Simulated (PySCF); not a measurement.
Stepwise substitution at one centre (Sn F-OH). Isolated molecules, 0 K electronic values unless said otherwise. One relaxed conformer stands for each flexible species; it need not be the lowest. Strings in code marks are SMILES.

The brightest of the four lowest singlets (TDA) from two functionals at the same geometries (B3LYP-D3(BJ)/def2-TZVP), both in PySCF: PBE-D3(BJ)/def2-TZVP and B3LYP-D3(BJ)/def2-TZVP. B3LYP has the VWN-RPA correlation part, as in Gaussian. Excitations are Tamm–Dancoff values on a coarser integration grid. The basis has no diffuse functions, so Rydberg states are missing or too high.

| species | PBE-D3(BJ)/def2-TZVP (eV) | B3LYP-D3(BJ)/def2-TZVP (eV) |
|---|---|---|
| 2 of 4 F replaced by OH | 5.85 | 6.57 |
| 3 of 4 F replaced by OH (`[F][Sn]([OH])([OH])[OH]`) | 5.91 | 6.67 |
| 4 of 4 F replaced by OH | 5.18 | 5.86 |

Over these rows, drawn at random from the members with no instability flagged (it was tested for open shells, ions and some series alone), PBE minus B3LYP-D3(BJ): mean -0.72 eV, from -0.76 eV to -0.68 eV.
